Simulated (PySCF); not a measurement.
B(Cl)(NCO)(OH) (CHBClNO2), SMILES O=C=NB(O)Cl.

Geometry optimised at TPSSh-D3(BJ)/def2-SVP. This is a generated structure with no PubChem entry under its InChIKey; it may be hypothetical. The values are those of a single conformer.

Level of theory: PBE/def2-TZVP (PySCF).

Symmetry labels are those of the subgroup Cs that the program uses (full group Cs).

Problem. List the valence orbital energies around the gap with their symmetry. (The exact figures need the calculation; the answer reports its results.)

Solution. 
```
orbital  symmetry  energy (eV)
-------  --------  -----------
HOMO−7         A"       -11.80
HOMO−6         A'       -11.47
HOMO−5         A"       -10.04
HOMO−4         A'        -9.68
HOMO−3         A"        -8.26
HOMO−2         A'        -8.22
HOMO−1         A"        -7.85
HOMO           A'        -7.51
LUMO           A"        -1.87
LUMO+1         A'        -0.65
LUMO+2         A'        -0.17
LUMO+3         A'         0.47
```
